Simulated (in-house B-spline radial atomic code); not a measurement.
Solving the quasi-particle equation for 4d of I VIII (I7+)

Configuration [Kr] 4d10, start r2SCAN; correlation leaves out the 7 deepest shells, empty levels kept to 384 hartree. Computed with a B-spline radial code for spherical atoms: all electrons, scalar-relativistic (spin-free one-electron X2C), finite nucleus, each spin shell either full or empty, empty states to l = 9 with an (l + 1/2)⁻⁴ tail; G0W0 by contour deformation at full frequency.

At the mean-field level ε = -140.62 eV the matrix elements are Σx = -56.078 eV, v_xc = -44.833 eV and Σc(ε) = -0.168 eV, and the slope of the correlation self-energy is dΣc/dω = -0.0308. The quasi-particle energy solves E = ε + Σx − v_xc + Σc(E).

(1) What does the linearised equation give?

(2) How does that compare with the full solution and with static screening?

Results:

(1) Z = 1/(1 − dΣc/dω) = 1/1.0308 = 0.9701. The first-order shift is Σx − v_xc + Σc(ε) = -56.078 − (-44.833) + (-0.168) = -11.413 eV, so E ≈ ε + Z × shift = -140.62 + 0.9701 × (-11.413) = -151.692 eV.

(2) Solving the equation at full frequency dependence gives E = -151.678 eV, where Σc = 0.187 eV and the weight is 0.967; the linearised value is off by 14 meV. Leaving Z out would give -152.033 eV. Static COHSEX puts -3.535 eV in place of Σc and gives -155.400 eV, 3.72 eV deeper. The tabulated removal energy is 150.81 ± 0.1 eV (NIST, measured); the run leaves out spin-orbit coupling, Breit and QED terms.
